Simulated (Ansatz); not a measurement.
Ansatz (an electronic-structure program) input for BaCl, SMILES [Cl][Ba+], charge +1, B3LYP-D3(BJ)/def2-TZVPD. 

Ansatz 0.2 input:
```yaml
crystal:
  periodic: [false, false, false]
  atoms:
    - {symbol: Ba, position_ang: [0.00000000, 0.00000000, -0.61630768]}
    - {symbol: Cl, position_ang: [0.00000000, 0.00000000, 2.03019002]}
basis:
  gaussian:
    orbitals: def2-TZVPD
hamiltonian:
  xc: b3lyp
  dispersion: d3bj
total_charge: 1
relax: {f_tol: 0.002, max_steps: 200}
```

It prints:

```
WARN ansatz: RAYON_NUM_THREADS=1 ignored (pool sized by the plan → 1); use --threads N
Functional definition: B3LYP
integrals: 0.02 GiB planned
583 factors; their error is unknown
mean field: 0.21 GiB planned
mean field evaluation 1: about -13205.2046 eV, gradient 5.8e1 eV
mean field evaluation 2: about -13043.4648 eV, gradient 1.8e2 eV
mean field evaluation 4: about -13213.9325 eV, gradient 8.7e0 eV
mean field evaluation 8: about -13214.2027 eV, gradient 9.9e-2 eV
mean field -13214.20268476 eV, -485.6129917567 hartree, gradient 2.0e-5 eV, S^2 0.000000; 0 other end points of the search recorded, 0 dependent functions left out
the calculation of the forces begins
reference -13214.20291999 eV, -485.6130004012 hartree; 13, 13 occupied and 73, 73 virtual orbitals, 583 factors
relax step   1: F+E_penalty+E_count = -13214.31366773 eV  Δ(F+E_penalty+E_count) = +0.000e0 eV  max|allowed force component| = 4.680e-1 eV/Å  Δτ_max = 0.0000 Å  (29 SCF iters, accepted)
these checks for a lower state are left out or cut short: starts, cluster_reference, orbital_swaps, neighbouring_geometries, increment
integrals: 0.02 GiB planned
583 factors; their error is unknown
mean field: 0.21 GiB planned
mean field evaluation 16: about -13214.1608 eV, gradient 2.5e1 eV
mean field -13214.21079225 eV, -485.6132897015 hartree, gradient 1.6e-5 eV, S^2 0.000000; 0 other end points of the search recorded, 0 dependent functions left out
the calculation of the forces begins
reference -13214.21102655 eV, -485.6132983119 hartree; 13, 13 occupied and 73, 73 virtual orbitals, 583 factors
relax step   2: F+E_penalty+E_count = -13214.32209031 eV  Δ(F+E_penalty+E_count) = -8.423e-3 eV  max|allowed force component| = 2.509e-1 eV/Å  Δτ_max = 0.0342 Å  (32 SCF iters, accepted)
these checks for a lower state are left out or cut short: starts, cluster_reference, orbital_swaps, neighbouring_geometries, increment
integrals: 0.02 GiB planned
583 factors; their error is unknown
mean field: 0.21 GiB planned
mean field -13214.21361137 eV, -485.6133933023 hartree, gradient 2.4e-5 eV, S^2 0.000000; 0 other end points of the search recorded, 0 dependent functions left out
the calculation of the forces begins
reference -13214.21384603 eV, -485.6134019257 hartree; 13, 13 occupied and 73, 73 virtual orbitals, 583 factors
relax step   3: F+E_penalty+E_count = -13214.32480414 eV  Δ(F+E_penalty+E_count) = -2.714e-3 eV  max|allowed force component| = 1.996e-2 eV/Å  Δτ_max = 0.0119 Å  (31 SCF iters, accepted)
these checks for a lower state are left out or cut short: starts, cluster_reference, orbital_swaps, neighbouring_geometries, increment
integrals: 0.02 GiB planned
583 factors; their error is unknown
mean field: 0.21 GiB planned
mean field evaluation 32: about -13214.1883 eV, gradient 7.3e-1 eV
mean field -13214.21362048 eV, -485.6133936370 hartree, gradient 1.3e-5 eV, S^2 0.000000; 0 other end points of the search recorded, 0 dependent functions left out
the calculation of the forces begins
reference -13214.21385511 eV, -485.6134022594 hartree; 13, 13 occupied and 73, 73 virtual orbitals, 583 factors
relax step   4: F+E_penalty+E_count = -13214.32482227 eV  Δ(F+E_penalty+E_count) = -1.813e-5 eV  max|allowed force component| = 1.896e-3 eV/Å  Δτ_max = 0.0010 Å  (32 SCF iters, accepted)
integrals: 0.02 GiB planned
583 factors; their error is unknown
mean field: 0.21 GiB planned
mean field -13214.21362048 eV, -485.6133936370 hartree, gradient 1.2e-5 eV, S^2 0.000000; 1 other end points of the search recorded, 0 dependent functions left out
the calculation of the forces begins
reference -13214.21385511 eV, -485.6134022594 hartree; 13, 13 occupied and 73, 73 virtual orbitals, 583 factors
Total energy: -13214.32505689 eV, -485.6174888496 hartree
Atom 0 at     0.000000    -0.000000    -0.593022 Å, force    -0.000000    -0.000000    -0.001896 eV/Å
Atom 1 at    -0.000000     0.000000     2.006904 Å, force     0.000000     0.000000     0.001896 eV/Å
Dipole moment:    -0.000000    -0.000000    -1.796154 e Å
```

Self-consistency was reached.

Cost: very roughly 14 core-seconds.
